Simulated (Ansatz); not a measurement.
```yaml
crystal:
  periodic: [false, false, false]
  atoms:
    - {symbol: O, position_ang: [1.087529, 1.136272, -0.063220]}
    - {symbol: Si, position_ang: [-0.052058, -0.100039, -0.041226]}
    - {symbol: F, position_ang: [-1.283163, 0.539155, -0.808878]}
    - {symbol: F, position_ang: [0.716038, -1.160501, -0.643120]}
    - {symbol: F, position_ang: [-0.157806, -0.375204, 1.500205]}
basis:
  gaussian: {orbitals: cc-pCVTZ}
magnetization: {spin_polarized: true, initial_magnetization: 1}
hamiltonian: {xc: {name: PBE0-DH}}
relax: {f_tol: 0.001, max_steps: 1}
```

```sh
$ ansatz run in.yaml --threads 4 --pin off --events-out ev --progress --plain --max-ram 10444MiB
```

It prints (some lines left out):

```
Functional definition: PBE0-DH
1586 factors; integrals over basis functions are off by at most 4.9e-4 eV
mean field evaluation 1: about -18061.6068 eV, gradient 3.5e1 eV
mean field evaluation 2: about -18061.8013 eV, gradient 3.5e1 eV
mean field evaluation 4: about -18065.1182 eV, gradient 2.1e0 eV
mean field evaluation 8: about -18065.1564 eV, gradient 9.0e-2 eV
mean field evaluation 16: about -18065.1566 eV, gradient 1.1e-2 eV
mean field evaluation 32: about -18065.1571 eV, gradient 1.9e-6 eV
mean field -18065.15711598 eV, -663.8822790088 hartree, gradient 2.1e-6 eV, S^2 0.753266; 2 other end points of the search recorded, 0 dependent functions left out
9 core orbitals not correlated: weight in the atoms' cores, before any rotation towards them, 1.000 or more for the frozen orbitals, at most 0.000 for the correlated occupied ones
reference -18065.15712815 eV, -663.8822794561 hartree; 16, 15 occupied and 206, 207 virtual orbitals, 1586 factors
second order -34.15464669 eV of doubles, -0.00000000 eV of singles
relax step   1: F+E_penalty+E_count = -18069.42644681 eV  Δ(F+E_penalty+E_count) = +0.000e0 eV  max|allowed force component| = 7.412e0 eV/Å  Δτ_max = 0.0000 Å  (146 SCF iters, accepted)
Error: geometry relaxation did not converge after 1 steps: max|allowed force component| = 7.41e0 eV/Å (threshold 1.0e-3). Raise `relax.max_steps` over both its present limit and 1, loosen `relax.f_tol`, or start from a geometry closer to equilibrium. Where this run's directory can be resumed (`checkpoint.write`), a resume goes on for up to `relax.max_steps` more
```

Something in this input is off. What?

The relaxation is allowed too few steps for its threshold. The run did not converge.
